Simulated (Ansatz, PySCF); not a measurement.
Species: CHS (charge 0, doublet). It need not be the lowest isomer of its formula. 
Geometry from a B3LYP-D3(BJ)/def2-TZVP (Ansatz, a quantum-chemistry and plane-wave program) optimisation:
```xyz
3

S     -0.0500    -0.0191    -0.4147
C     -0.0717    -0.0128     1.2269
H      1.2300     0.3820    -0.7268
```
Charge 0, spin multiplicity 2.

Dipole moments at this geometry, in debye (magnitudes).

| level | program | dipole (D) |
|---|---|---|
| BLYP/def2-TZVPD | Ansatz | 2.59 |
| revPBE/def2-TZVPD | Ansatz | 2.56 |
| M06-L/def2-TZVPD | PySCF | 2.56 |
| TPSSh/def2-TZVPD | PySCF | 2.56 |
| r2SCANh/def2-TZVPD | Ansatz | 2.62 |
| M06-2X/def2-TZVPD | PySCF | 2.59 |
| MN15/def2-TZVPD | PySCF | 2.59 |
| CAM-B3LYP/def2-TZVPD | Ansatz | 2.66 |
| wB97M-V/def2-TZVPD | Ansatz | ? |
| CCSD(T)/aug-cc-pV(D+d)Z | Ansatz | ? |

Complete the blanks.


- wB97M-V/def2-TZVPD, dipole (D): 2.63
- CCSD(T)/aug-cc-pV(D+d)Z, dipole (D): 2.64
